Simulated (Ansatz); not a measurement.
Ansatz (an electronic-structure program) input file for C₄H₆NO, SMILES O=C1CCC[N]1, multiplicity 2, PBE0/def2-TZVPD. Geometry optimised at PBE0-D3(BJ)/def2-SVP. The isomer is the one that the SMILES or the coordinates give; other isomers of the formula were not compared. The values are those of a single conformer.

Ansatz 0.2 input:
```yaml
crystal:
  periodic: [false, false, false]
  atoms:
    - {symbol: O, position_ang: [1.92249436, -0.67377522, -0.46733218]}
    - {symbol: C, position_ang: [0.79710106, -0.28979963, -0.22657764]}
    - {symbol: C, position_ang: [0.39055159, 1.12147509, 0.18245435]}
    - {symbol: C, position_ang: [-1.02309449, 0.93316738, 0.71408006]}
    - {symbol: C, position_ang: [-1.47059269, -0.34823825, -0.01200595]}
    - {symbol: N, position_ang: [-0.31453622, -1.12536082, -0.32330591]}
    - {symbol: H, position_ang: [0.41338523, 1.75182599, -0.72360412]}
    - {symbol: H, position_ang: [1.11372416, 1.54908085, 0.88976109]}
    - {symbol: H, position_ang: [-1.00443635, 0.75414366, 1.80064762]}
    - {symbol: H, position_ang: [-1.69249273, 1.78514833, 0.53267753]}
    - {symbol: H, position_ang: [-1.96476653, -0.11166768, -0.98033446]}
    - {symbol: H, position_ang: [-2.20740799, -0.96043112, 0.53494601]}
basis:
  gaussian:
    orbitals: def2-TZVPD
hamiltonian:
  xc: {name: PBE0}
magnetization: {spin_polarized: true, initial_magnetization: 1}
```

Output:

```
WARN ansatz: RAYON_NUM_THREADS=2 ignored (pool sized by the plan → 2); use --threads N
Functional definition: PBE0
integrals: 0.21 GiB planned
1365 factors; their error is unknown
mean field: 2.54 GiB planned
mean field evaluation 1: about -7767.1318 eV, gradient 4.4e1 eV
mean field evaluation 2: about -7763.5614 eV, gradient 5.3e1 eV
mean field evaluation 4: about -7775.2304 eV, gradient 4.8e0 eV
mean field evaluation 8: about -7775.3318 eV, gradient 2.0e-1 eV
mean field evaluation 16: about -7775.3179 eV, gradient 4.6e-3 eV
mean field -7775.31793255 eV, -285.7376637216 hartree, gradient 2.1e-5 eV, S^2 0.769535; 2 other end points of the search recorded, 0 dependent functions left out
reference -7775.31797455 eV, -285.7376652650 hartree; 23, 22 occupied and 256, 257 virtual orbitals, 1365 factors
Total energy: -7775.31797455 eV, -285.7376652650 hartree
```

Self-consistency was reached.
